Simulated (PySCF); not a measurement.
## Working out the ionisation energy of Ne⁺

Ne⁺ [He] 2s2 2p5 (2P) → Ne²⁺ [He] 2s2 2p4 (3P). All numbers are calculated (PySCF 2.14, scalar relativity by spin-free X2C-1e, in aug-cc-pCVTZ-DK (7s6p4d2f, 59 functions)). Frozen: 1s2. Energies in hartree (1 hartree = 27.21139 eV):

```tsv
part	Ne⁺ (lower)	Ne²⁺ (upper)
UHF	-127.947433	-126.505434
CCSD correlation	-0.218445	-0.165404
(T)	-0.002973	-0.001682
```

Problem. What does Hartree-Fock give?

Solution. (-126.505434) − (-127.947433) = 1.441999 hartree = 39.239 eV.

Problem. What do CCSD and CCSD(T) give?

Solution. The CCSD correlation energies differ by 0.053041 hartree = 1.443 eV and the triples by 0.001291 hartree = 0.035 eV, so CCSD gives 40.682 eV and CCSD(T) 40.717 eV.

A first-order spin-orbit estimate adds -0.005 eV to CCSD(T) (valence), giving 40.712 eV against 40.963 eV (measured; NIST Atomic Spectra Database, ionization energies).

What remains against the reference includes basis incompleteness, the frozen core and higher excitations.
